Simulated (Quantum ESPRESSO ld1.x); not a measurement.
The numbers below are computed, except where a source is named.
Problem. The mean radii <r> (bohr) of the occupied orbitals of an atom or ion are listed with their occupations. Level of theory: scalar-relativistic Kohn-Sham, LDA (Slater exchange, Perdew-Wang correlation), spin-polarised, spherical densities, point nucleus (ld1.x of Quantum ESPRESSO 7.5).

| orbital | occ. | <r> |
|---|---|---|
| 1s up | 1 | 0.06098 |
| 1s down | 1 | 0.06098 |
| 2s up | 1 | 0.2762 |
| 2s down | 1 | 0.2759 |
| 2p up | 3 | 0.2429 |
| 2p down | 3 | 0.2427 |
| 3s up | 1 | 0.7082 |

Name the element and its charge. Open shells, if any, are filled with parallel spins first.

Solution. Z = 25, manganese, charge +14: Mn14+ in [Ne] 3s1. The 1s radius gives Z: for a bare nucleus <r> = (2 gamma + 1)/(2Z) with gamma = sqrt(1 - (Z/c)^2), 0.05933 bohr for Z = 25, and screening makes it slightly larger (0.06098 here). The occupations add up to 11, and the charge is Z minus that.
